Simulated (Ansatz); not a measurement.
Z-matrix (Å, degrees):
```
C
S 1 1.818
H 1 1.089 2 111.0
H 1 1.090 2 111.6 3 123.4
H 1 1.090 2 106.2 3 -118.3
Sn 2 2.374 1 99.2 3 -60.2
Cl 6 2.340 2 107.1 1 59.3
H 6 1.698 2 109.8 1 176.1
H 6 1.704 2 111.6 1 -54.0
```

The species carries charge 0 and has multiplicity 1. Sn: def2 effective core potential.

**Question.** List the PBE/def2-TZVPP orbital energies in eV (Ansatz). (Estimate.)

**Answer.** The calculation gave: Occupied: -2738.51, -2395.92, -269.93, -249.07, -208.83, -189.77, -189.60, -189.59, -154.99, -154.91, -154.74, -133.99, -89.98, -89.91, -89.86, -26.48, -26.41, -26.36, -26.29, -26.28, -19.76, -19.36, -15.83, -12.89, -10.81, -10.73, -9.54, -8.83, -8.71, -7.86, -7.32, -7.12, -5.96. Lowest empty: -1.91, -1.18, -0.57, -0.33, 0.84, 1.27, 1.62, 1.85.
